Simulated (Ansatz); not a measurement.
```
atom    x (Å)    y (Å)    z (Å)
   B  -0.0003   0.0101   0.0684
   H   1.2085   0.0500  -0.0062
   H  -0.5929   1.0002  -0.0700
   H  -0.6435  -0.9802  -0.0034
```

Basis set: 6-31G (spherical functions). Frozen core: 1 orbital. Charge 0, multiplicity 1.

Computed with Ansatz (development build ahead of 0.2.0); each method stands on the lowest determinant of its kind that the runs found. Restricted open shells among the atoms or ions are ROHF, correlated in semicanonical orbitals with singles.

(1) Give the atomization energy at this shape (free ground-state atoms in the same class of orbitals less the molecule, no zero-point energy) of singlet BH3 by RHF-MP2, RHF.

## Answers

(1)

```json
{"method": "RHF-MP2", "atomization energy": "1027.1 kJ/mol"}
{"method": "RHF", "atomization energy": "943.3 kJ/mol"}
```

This basis has no polarisation functions and is too small for such energies, which can lie far from measured ones in either direction.
